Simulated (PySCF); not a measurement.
A GIAO shielding run with PySCF 2.14.0 with density-fitted response routines (density fitting, non-relativistic, gas phase) on `C#C[C@H](C=C)[Si+](C)CC`, [C₈H₁₃Si]+:

```
$ OMP_NUM_THREADS=1 python probes_run.py task.json out

{"job": {"kind": "nmr", "xc": "PBE0", "basis": "pcSseg-1"}, "charge": 1, "multiplicity": 1}
C     -2.835886    -1.760319     1.615278
C     -2.167245    -0.898604     1.123571
C     -1.381666     0.149397     0.489196
C     -1.885733     0.407670    -0.920051
C     -2.023730     1.615479    -1.430943
Si     0.457295    -0.368110     0.403464
C      0.850912    -2.111923    -0.186695
C      1.785468     0.919996     0.808799
C      2.813203     1.117482    -0.316511
H     -3.440133    -2.493075     2.062680
H     -1.495035     1.069954     1.077778
H     -2.157087    -0.474233    -1.481148
H     -2.413633     1.760779    -2.422829
H     -1.777050     2.509578    -0.882241
H      0.918880    -2.801922     0.655469
H      0.070555    -2.495593    -0.846762
H      1.798466    -2.163230    -0.723656
H      1.322236     1.887231     1.034017
H      2.320632     0.618670     1.714219
H      2.334709     1.446169    -1.234871
H      3.528816     1.878949    -0.019367
H      3.365616     0.205043    -0.520245
```

Hardware: 1 thread of an Arm Neoverse N1, shared host. The job also computes population analyses, field gradients.

Task: How large is the calculation?

Result: 74 electrons, 225 basis functions and 1183 auxiliary functions.

Task: How long does it take, and how much memory does it need?

Result: 77 s of wall time, with 14 SCF cycles and 5 response iterations; peak memory 1 GiB. Times on a shared host scatter by some tens of per cent.
